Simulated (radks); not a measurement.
Results of a calculation; reference values are marked as such.
Question: Neutral lanthanum: order these configurations by energy. Code: a radial shooting solver on a logarithmic mesh with Libxc functionals. Model: scalar-relativistic Kohn-Sham, LDA (Slater exchange, Perdew-Wang correlation), spin-polarised, spherical densities, finite nucleus; Fermi nuclear charge, rms radius of each element as measured or else 0.836 A^(1/3) + 0.57 fm. Open shells are filled with parallel spins first. [Xe] 4f1 6s2; [Xe] 5d1 6s1 6p1; [Xe] 5d1 6s2; [Xe] 5d2 6s1; [Xe] 6s2 6p1.

Answer: From the lowest, in eV above it: [Xe] 5d1 6s2 0.000; [Xe] 5d2 6s1 0.131; [Xe] 4f1 6s2 0.586; [Xe] 5d1 6s1 6p1 1.846; [Xe] 6s2 6p1 2.403.
